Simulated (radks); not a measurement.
Species: the iodine ion I4+. Configuration: [Kr] 4d10 5s2 5p1. Calculated with a radial shooting solver on a logarithmic mesh with Libxc functionals: scalar-relativistic Kohn-Sham, r2SCAN, spin-polarised, spherical densities, finite nucleus; open shells are filled with parallel spins first (spin-orbit coupling, left out, can overturn this in heavy ions); meta-GGA in the generalised Kohn-Sham scheme; Fermi nuclear charge, rms radius 4.75 fm. Some entries of the table are withheld. Estimate them.

orbital,occ.,eigenvalue (eV),<r^2> (bohr^2)
1s up,1,-33087.88,0.001005
1s down,1,-33087.80,0.001005
2s up,1,-5167.907,0.01619
2s down,1,-5167.899,0.01619
2p up,3,-4640.033,0.01283
2p down,3,-4639.986,0.01283
3s up,1,-1086.147,0.1123
3s down,1,-1086.109,0.1123
3p up,3,-913.9491,0.1127
3p down,3,-913.8971,0.1126
3d up,5,-656.4718,0.09853
3d down,5,-656.4173,0.09852
4s up,1,-230.2077,0.6186
4s down,1,-230.0808,0.6189
4p up,3,-175.9083,(1)
4p down,3,-175.7940,(2)
4d up,5,-96.2975,(3)
4d down,5,-96.1134,(4)
5s up,1,-58.5558,3.611
5s down,1,-56.9248,3.560
5p up,1,-45.3326,4.591
5p down,0,-43.4571,4.470

Answer. 
(1) 4p up <r^2> (bohr^2): 0.7126
(2) 4p down <r^2> (bohr^2): 0.7123
(3) 4d up <r^2> (bohr^2): 0.9732
(4) 4d down <r^2> (bohr^2): 0.9660
